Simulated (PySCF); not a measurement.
Vertical excitations of a molecule C4H10Si from PySCF with TDDFT-PBE/def2-SVPD, as energy in eV (oscillator strength): 6.72 (0.004), 7.09 (0.041), 7.17 (0.043), 7.42 (0.045), 7.47 (0.016), 7.57 (0.009), 7.63 (0.001), 7.76 (0.032), 7.76 (0.000), 7.84 (0.009). Lowest triplet (TDA): 6.55 eV. Geometry optimised at B3LYP-D3(BJ)/def2-SVP. One conformer was computed; it need not be the lowest.

Task: Identify the compound among the candidates.
A) C=CCC[SiH3]
B) C=C(C)C[SiH3]
C) C1CC[SiH2]C1
D) C=C[C@H](C)[SiH3]

Result: C, C1CC[SiH2]C1
